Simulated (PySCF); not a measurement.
# How methods differ on the excitation energy of Pd

Pd [Kr] 4d10 (1S) → Pd [Kr] 4d9 5s1 (3D), as a difference of total energies. All numbers are calculated (PySCF 2.14, the spin-free X2C one-electron Hamiltonian (Gaussian nucleus), in ANO-RCC-VTZP). Correlated levels: valence: [Kr] frozen. The calculations carry no spin-orbit coupling.

| method | excitation energy (eV) |
| --- | --- |
| UHF | -0.057 |
| MP2 (valence) | 1.320 |
| SCS-MP2 (valence) | 1.257 |
| CCSD (valence) | 0.852 |
| CCSD(T) (valence) | 0.966 |

Q: How much does correlation contribute at CCSD(T) (valence)?

A: 0.966 − (-0.057) = 1.023 eV, measured against UHF.

A first-order spin-orbit estimate (lowest level to lowest level, LS coupling) adds -0.183 eV.

The basis was made for the ground configuration and has no added diffuse functions, so the excitation energy can come out too high.
